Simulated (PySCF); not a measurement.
The dipole of `C=CP(C)C#CC` from its density and from atomic charges.

Coordinates (GFN2-xTB, Å) and charges (e) from the PBE0/pcSseg-1 density (PySCF):

| atom | x | y | z | Mulliken | IAO | Hirshfeld | ESP-fitted |
| --- | --- | --- | --- | --- | --- | --- | --- |
| C1 | -2.916 | 0.935 | -0.382 | -0.1236 | -0.3058 | -0.0985 | -0.6236 |
| C2 | -1.627 | 0.868 | -0.095 | -0.4300 | -0.3289 | -0.0909 | +0.1859 |
| P3 | -0.915 | -0.492 | 0.907 | +0.5096 | +0.5762 | +0.1805 | -0.1549 |
| C4 | -0.948 | -1.811 | -0.409 | -0.4349 | -0.5957 | -0.1631 | -0.2348 |
| C5 | 0.780 | -0.031 | 0.722 | -0.2636 | -0.3257 | -0.1397 | -0.1176 |
| C6 | 1.944 | 0.282 | 0.730 | -0.3458 | -0.0241 | -0.0386 | +0.0706 |
| C7 | 3.339 | 0.658 | 0.669 | -0.1732 | -0.4376 | -0.0950 | -0.5144 |
| H8 | -3.609 | 0.176 | -0.054 | +0.1132 | +0.1432 | +0.0441 | +0.2632 |
| H9 | -3.336 | 1.742 | -0.961 | +0.1251 | +0.1549 | +0.0494 | +0.2127 |
| H10 | -0.943 | 1.648 | -0.407 | +0.1384 | +0.1586 | +0.0430 | +0.0658 |
| H11 | -0.529 | -1.442 | -1.344 | +0.1481 | +0.1541 | +0.0385 | +0.0629 |
| H12 | -0.367 | -2.663 | -0.062 | +0.1473 | +0.1580 | +0.0429 | +0.1286 |
| H13 | -1.977 | -2.127 | -0.569 | +0.1369 | +0.1533 | +0.0417 | +0.1098 |
| H14 | 3.760 | 0.685 | 1.674 | +0.1508 | +0.1720 | +0.0608 | +0.1828 |
| H15 | 3.441 | 1.645 | 0.217 | +0.1506 | +0.1737 | +0.0623 | +0.1801 |
| H16 | 3.895 | -0.063 | 0.070 | +0.1511 | +0.1738 | +0.0624 | +0.1830 |

Question: Form Σ q r in debye for every column and set it beside the full dipole.

Answer: The full density gives (1.05, 0.22, -1.22) D, 1.62 D in size; dipole vectors point from the negative to the positive end.

```csv
scheme,μx,μy,μz,size (D),share of the full size (%),angle to the full dipole (°)
Mulliken,-0.65,-1.18,-0.02,1.35,83,115
IAO,-0.01,-0.39,0.87,0.95,59,138
Hirshfeld,0.61,0.06,0.28,0.67,41,74
ESP-fitted,1.00,0.16,-1.17,1.55,95,2
```

Question: Which set comes closest?

Answer: Length of the difference vector: ESP-fitted 0.09 D, Hirshfeld 1.57 D, IAO 2.42 D, Mulliken 2.51 D. Closest: ESP-fitted. ESP charges are fitted to the potential around the molecule, whose slowest-falling term is the dipole's. The schemes that divide the density aren't constrained to reproduce the dipole.

Question: What is left for the Hirshfeld atoms' own dipoles?

Answer: The shares of the density sum to the whole, so what Σ q r misses lies in dipoles about the nuclei. The atomic dipoles sum to (1.05, 0.22, -1.22) − (0.61, 0.06, 0.28) = (0.44, 0.16, -1.50) D, 1.57 D in size.

Question: With the origin at the mean of the coordinates, (0.000, 0.001, 0.044) Å, which are the largest single terms, by size, of the Hirshfeld dipole along the direction of the full one?

Answer: P3 -1.13, C7 -0.81, H16 +0.75, H15 +0.69, C1 +0.68 D; all 16 atoms together +0.19 D. The single terms depend on the origin, their sum doesn't.

Question: Give the size of the full dipole in other units.

Answer: 1.62 D = 0.639 au = 0.338 e·Å = 5.42 × 10⁻³⁰ C·m.

Isolated species at its GFN2-xTB geometry (one conformer only). GFN2-xTB frequencies show an imaginary mode (51i cm⁻¹), so this geometry is no minimum at that level.

The values belong to the conformer `[CH2:1]=[CH:2][P:3]([CH3:4])[C:5]#[C:6][CH3:7]`: C1–C2–P3–C4 76°.
